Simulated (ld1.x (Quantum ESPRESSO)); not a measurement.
**Reading a pseudo-wave (lead)**

Columns: radius, all-electron u(r) and pseudo u(r) of the 6s shell (level -12.04 eV) of lead in the configuration [Xe] 4f14 5d10 6s2 6p2; PBE, scalar-relativistic, RRKJ scheme, ld1.x (Quantum ESPRESSO) 7.5.

```
r (bohr)  all-electron   pseudo
   0.100        0.1212  -0.0474
   0.200       -0.0240  -0.0917
   0.300       -0.2469  -0.1301
   0.400       -0.0960  -0.1607
   0.500        0.1622  -0.1829
   0.600        0.3349  -0.1983
   0.700        0.3769  -0.2099
   0.800        0.3123  -0.2221
   0.900        0.1821  -0.2398
   1.000        0.0227  -0.2679
   1.100       -0.1403  -0.3108
   1.200       -0.2912  -0.3715
   1.300       -0.4218  -0.4487
   1.400       -0.5291  -0.5340
   1.500       -0.6132  -0.6134
   1.600       -0.6754  -0.6754
   1.700       -0.7186  -0.7186
   1.800       -0.7451  -0.7451
   1.900       -0.7579  -0.7579
   2.000       -0.7593  -0.7593
   2.100       -0.7516  -0.7516
   2.200       -0.7366  -0.7366
   2.300       -0.7161  -0.7161
   2.400       -0.6915  -0.6915
   2.500       -0.6639  -0.6639
   2.600       -0.6342  -0.6342
```

Task: How many radial nodes do the two functions have?

Result: The all-electron 6s function has n − l − 1 = 5 (the table is too coarse to show those close to the nucleus); the pseudo-wave has 0, since the states of the same l below it are removed with the core.

Task: At about which radius was the pseudo-wave matched?

Result: 1.60 bohr, where the columns begin to agree (steps of 0.10 bohr).

Task: Is the pseudo-wave norm-conserving?

Result: Yes: the RRKJ scheme keeps the norm inside the radius equal to the all-electron one, which fixes the energy derivative of the logarithmic derivative at the level.
